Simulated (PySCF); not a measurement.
C3H5NSi.
SMILES with atom numbers: `[N:1]#[C:2][C@@H:3]1[CH2:4][SiH2:5]1` (hydrogens: H6 on C3; H7, H8 on C4; H9, H10 on Si5)

Computed with PySCF 2.14.0, PBE0-D3(BJ)/def2-SVP geometry optimisation, gas phase.

Task: Give the optimised bond lengths and angles.

Result: 
```
   bond  length (Å)   order
  N1≡C2       1.160  triple
  C2–C3       1.433  single
  C3–C4       1.547  single
 C4–Si5       1.853  single
 C3–Si5       1.888  single
  C3–H6       1.097  single
  C4–H7       1.095  single
  C4–H8       1.095  single
 Si5–H9       1.482  single
Si5–H10       1.480  single
```

Orders are formal, as drawn. A selection of angles:
```
     angle  degrees
  N1–C2–C3    178.5
  C2–C3–C4    118.7
 C2–C3–Si5    121.0
  C2–C3–H6    113.1
 C4–C3–Si5     64.4
  C4–C3–H6    115.5
 Si5–C3–H6    115.8
 C3–C4–Si5     66.8
  C3–C4–H7    115.4
  C3–C4–H8    115.3
 Si5–C4–H7    120.5
 Si5–C4–H8    118.1
  H7–C4–H8    113.0
 C4–Si5–H9    119.6
C4–Si5–H10    119.1
 C3–Si5–C4     48.8
 C3–Si5–H9    116.6
C3–Si5–H10    117.7
H9–Si5–H10    117.2
```

Dihedral angles: C2–C3–C4–Si5 -113° (anticlinal); C2–C3–Si5–C4 109° (anticlinal).

The 3-membered ring C3–C4–Si5 has internal angles of 48.8° to 66.8°. The 2 C–C bonds span 1.433 Å (C2–C3, drawn single) to 1.547 Å (C3–C4, drawn single), a spread of 0.114 Å. Si5 (SiH2 silicon) has angles from 48.8° to 119.6°. The C–Si distances run from 1.853 Å (C4–Si5, drawn single) to 1.888 Å (C3–Si5, drawn single), a spread of 0.035 Å.

Point group: C1 (no symmetry element, even within 0.4 Å). Stationary, but not proved a minimum.
